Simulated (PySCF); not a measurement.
Species: C7H7N.
Atom-mapped SMILES: `[CH2:1]=[N:2][C:3]1=[CH:4][C@@H:5]2[C@@H:6]3[C@H:7]1[C@H:8]23` (hydrogens: H9, H10 on C1; H11 on C4; H12 on C5; H13 on C6; H14 on C7; H15 on C8)

Geometry (PBE0-D3(BJ)/def2-SVP, Å), atoms numbered from 1 in this order:
```
atom  x, y, z in Å
C1     3.2038   -0.0340   -0.4607
N2     2.3788   -0.5209    0.3773
C3     1.0312   -0.2563    0.2815
C4     0.0756   -0.7229    1.1127
C5    -1.2121   -0.1616    0.6019
C6    -1.1124    0.0250   -0.9032
C7     0.2817    0.5928   -0.7317
C8    -0.9424    1.1805   -0.0595
H9     4.2715   -0.2681   -0.3544
H10    2.9204    0.6193   -1.3067
H11    0.2157   -1.3712    1.9757
H12   -2.1800   -0.3603    1.0678
H13   -1.7457   -0.2253   -1.7544
H14    0.7594    1.1249   -1.5567
H15   -1.3945    2.1709   -0.0059
```

Computed with PySCF at PBE0/def2-SVPD, non-relativistic, on one gas-phase PBE0-D3(BJ)/def2-SVP geometry that isn't relaxed in the solvent. The solvent is an IEF-PCM continuum (Bondi radii, 1.10 Å for H, scaled by 1.2), and excitations are vertical TDDFT with non-equilibrium linear response and a frozen core. Specific hydrogen bonds and non-electrostatic terms are outside this model.

Gas-phase singlets (H = HOMO, L = LUMO):

```tsv
state	E (eV)	λ (nm)	f	leading configuration
S1	4.116	301	0.000	H-1→L 97%
S2	4.605	269	0.314	H→L 97%
S3	5.822	213	0.000	H-2→L 90%
S4	6.044	205	0.004	H→L+1 99%
S5	6.207	200	0.009	H→L+2 63%
```

Problem. How does the list change in dichloromethane (ε = 8.93)?

Solution. 
```json
{"state": "S1", "E (eV)": "4.216", "λ (nm)": "294", "f": "0.000", "leading configuration": "H-1→L 96%", "change by rank (eV)": "+0.100"}
{"state": "S2", "E (eV)": "4.435", "λ (nm)": "280", "f": "0.387", "leading configuration": "H→L 98%", "change by rank (eV)": "-0.170"}
{"state": "S3", "E (eV)": "5.716", "λ (nm)": "217", "f": "0.000", "leading configuration": "H-2→L 91%", "change by rank (eV)": "-0.106"}
{"state": "S4", "E (eV)": "6.205", "λ (nm)": "200", "f": "0.006", "leading configuration": "H→L+2 90%", "change by rank (eV)": "+0.161"}
{"state": "S5", "E (eV)": "6.287", "λ (nm)": "197", "f": "0.005", "leading configuration": "H→L+1 96%", "change by rank (eV)": "+0.080"}
```

Problem. How does the list change in methanol (ε = 32.61)?

Solution. 
| state | E (eV) | λ (nm) | f | leading configuration | change by rank (eV) |
| --- | --- | --- | --- | --- | --- |
| S1 | 4.233 | 293 | 0.000 | H-1→L 96% | +0.117 |
| S2 | 4.458 | 278 | 0.370 | H→L 97% | -0.147 |
| S3 | 5.700 | 218 | 0.000 | H-2→L 91% | -0.122 |
| S4 | 6.207 | 200 | 0.004 | H→L+2 87% | +0.163 |
| S5 | 6.316 | 196 | 0.005 | H→L+1 94% | +0.109 |

Problem. The ground-state energy changes by -0.240 eV from gas to methanol. By how much does the total energy of gas-phase S1 change?

Solution. E(S1) = E(S0) + excitation energy, so it changes by -0.240 + 0.117 = -0.123 eV: it is lowered less than the ground state, which is what a blue shift means. This is the vertical state, with the slow part of the continuum still set for S0.

Problem. How do the frontier levels move from gas to methanol?

Solution. 
| orbital | gas (eV) | solvent (eV) | change (eV) | Löwdin shares, gas | Löwdin shares, solvent |
| --- | --- | --- | --- | --- | --- |
| LUMO+2 | 1.24 | 1.18 | -0.06 | C3 13 %, N2 13 %, C8 12 %, C1 11 % | C3 21 %, N2 21 %, C4 10 %, C1 8 % |
| LUMO+1 | 0.89 | 1.13 | +0.24 | H14 15 %, C6 11 %, C8 11 %, C1 10 % | C1 21 %, H14 10 %, C6 9 %, C8 8 % |
| LUMO | -1.15 | -1.26 | -0.11 | C1 29 %, C4 21 %, N2 19 %, C3 8 % | C1 30 %, C4 20 %, N2 19 %, C3 8 % |
| HOMO | -6.14 | -6.23 | -0.09 | C4 27 %, C3 23 %, C1 12 %, N2 8 % | C4 26 %, C3 23 %, C1 12 %, N2 8 % |
| HOMO-1 | -7.00 | -7.18 | -0.18 | N2 46 %, C1 10 %, C3 8 %, C8 8 % | N2 39 %, C8 11 %, C6 11 %, C1 9 % |
| HOMO-2 | -8.37 | -8.39 | -0.02 | C6 25 %, C8 25 %, N2 13 %, C4 7 % | C6 21 %, C8 21 %, N2 18 %, C1 7 % |
| HOMO-3 | -8.76 | -8.69 | +0.07 | C7 29 %, C8 18 %, C6 18 %, C5 18 % | C7 29 %, C5 19 %, C6 18 %, C8 18 % |

The HOMO–LUMO gap goes from 5.00 to 4.98 eV. Rows go by rank; for LUMO+2 the atom shares or the degeneracy differ between the runs, so the row needn't follow one orbital.
